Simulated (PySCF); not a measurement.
Structure with atom numbers: `[CH:1]#[C:2][SiH2:3]/[CH:4]=[CH:5]\[CH3:6]` (H(Xn): hydrogen on atom n).

How the numbers were obtained: GIAO PBE0/pcSseg-1 shieldings, structure optimised with GFN2-xTB, in PySCF 2.14 (single conformer, relativity neglected, one averaged value for each set of equivalent atoms, no solvent model).

References, each an isolated molecule treated in the same way: TMS for 13C and 1H and 29Si.

```csv
atoms,nucleus,count,δ (ppm)
Si3,29Si,1,-82.9
H(Si3),1H,2,?
H(C1),1H,1,1.97
H(C4),1H,1,?
H(C5),1H,1,?
C1,13C,1,104.2
C4,13C,1,122.7
C5,13C,1,159.9
H(C6),1H,3,2.15
C2,13C,1,87.5
C6,13C,1,24.6
```

Question: Estimate the values marked ?.

Answer: 
- H(C5): 7.03 ppm, hydrogen on an alkene CH; a vinylic proton, deshielded by the sp2 carbon and the C=C anisotropy
- H(C4): 5.69 ppm, hydrogen on an alkene CH; olefinic region
- H(Si3): 4.69 ppm, hydrogen on a silicon bonded to 2 C

Shifts are as computed. Against solution values, carbons near 30 ppm lie about +3 ppm off and those near 130 ppm about +5 ppm. Of 1309 compounds with measured shifts, 239 miss one by over three times the rms of a fit or turn the order of signals round; such compounds aren't used in these exercises.
